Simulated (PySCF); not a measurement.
# Energy of Mo (molybdenum, neutral) between two integer charges

The 5s alpha orbital of [Kr] 4d5 5s1 is emptied in steps (occupation f), with all orbitals relaxed, ending at [Kr] 4d5. Computed with PySCF 2.14 in def2-TZVP with the def2 core potential (28 electrons), with scalar relativity through the core potential. The exact energy is a straight line in f; departures are measured from the line between the end points of the same method.

```json
{"f": "1", "BHandHLYP (eV)": "0.000", "r2SCAN0 (eV)": "0.000"}
{"f": "0.75", "BHandHLYP (eV)": "-0.250", "r2SCAN0 (eV)": "-0.354"}
{"f": "0.5", "BHandHLYP (eV)": "-0.333", "r2SCAN0 (eV)": "-0.470"}
{"f": "0.25", "BHandHLYP (eV)": "-0.250", "r2SCAN0 (eV)": "-0.353"}
{"f": "0", "BHandHLYP (eV)": "0.000", "r2SCAN0 (eV)": "0.000"}
```

For BHandHLYP, how does the orbital energy at f = 1 compare with the removal energy?

−ε = 5.471 eV against a total-energy difference of 6.800 eV. By Janak's theorem ε = ∂E/∂f, so the gap between them reflects the curvature. Along the path −ε is 6.134 (f = 0.75), 6.800 (f = 0.5), 7.467 (f = 0.25) eV.

```json
{"method": "BHandHLYP", "E(f=0) − E(f=1) (eV)": "6.800", "−ε at f=1 (eV)": "5.471", "−ε at f=0.5 (eV)": "6.800"}
{"method": "r2SCAN0", "E(f=0) − E(f=1) (eV)": "7.345", "−ε at f=1 (eV)": "5.436", "−ε at f=0.5 (eV)": "7.347"}
```

Reference removal energy between the ground levels: 7.092 eV (measured; NIST Atomic Spectra Database, ionization energies).
